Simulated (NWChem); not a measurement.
System meant: SiH₃OBr; SMILES Br[SiH2]O

NWChem input:

```
start job
memory heap 200 mb stack 900 mb global 1100 mb
geometry units angstroms noautoz
  Si    -0.511501    -1.067807    -0.017602
  O      0.817879    -2.045173    -0.105045
  Br     0.058304     1.089859    -0.034008
  H     -1.316387    -1.348634    -1.228682
  H     -1.282331    -1.274053     1.240165
  H      1.463734    -1.988827     0.605963
end
basis spherical
  * library def2-svp
end
dft
  odft
  mult 2
  xc b3lyp
  iterations 150
  mulliken
end
task dft energy
```

End of the output:

```
 Summary of "ao basis" -> "" (spherical)
 ------------------------------------------------------------------------------
       Tag                 Description            Shells   Functions and Types
 ---------------- ------------------------------  ------  ---------------------
 *                          def2-svp                  on all atoms

                                 NWChem DFT Module
                                 -----------------

 Summary of "ao basis" -> "ao basis" (spherical)
 ------------------------------------------------------------------------------
       Tag                 Description            Shells   Functions and Types
 ---------------- ------------------------------  ------  ---------------------
 Si                         def2-svp                 8       18   4s3p1d
 O                          def2-svp                 6       14   3s2p1d
 Br                         def2-svp                12       32   5s4p3d
 H                          def2-svp                 3        5   2s1p

 Summary of "ao basis" -> "ao basis" (spherical)
 ------------------------------------------------------------------------------
       Tag                 Description            Shells   Functions and Types
 ---------------- ------------------------------  ------  ---------------------
 Si                         def2-svp                 8       18   4s3p1d
 O                          def2-svp                 6       14   3s2p1d
 Br                         def2-svp                12       32   5s4p3d
 H                          def2-svp                 3        5   2s1p

  number of electrons :                   60
  multiplicity        :                    2
 ------------------------------------------------------------------------
  no. of electrons and multiplicity not compatible                  60
 ------------------------------------------------------------------------
 ------------------------------------------------------------------------
  current input line :
    21: task dft energy
 ------------------------------------------------------------------------
 ------------------------------------------------------------------------
 There is an error in the input file
 ------------------------------------------------------------------------
 For more information see the NWChem manual at https://nwchemgit.github.io

0: no. of electrons and multiplicity not compatible:Received an Error in Communication
```

### Question
Find the fault in this run and fix the input.

### Answer
The program refused the input. Cause: the multiplicity doesn't fit the number of electrons (an even count wants an odd multiplicity, and the reverse). This input runs:
```
start job
memory heap 200 mb stack 900 mb global 1100 mb
geometry units angstroms noautoz
  Si    -0.511501    -1.067807    -0.017602
  O      0.817879    -2.045173    -0.105045
  Br     0.058304     1.089859    -0.034008
  H     -1.316387    -1.348634    -1.228682
  H     -1.282331    -1.274053     1.240165
  H      1.463734    -1.988827     0.605963
end
basis spherical
  * library def2-svp
end
dft
  xc b3lyp
  iterations 150
  mulliken
end
task dft energy
```
It converges to -2940.34167 Ha (B3LYP/def2-SVP).
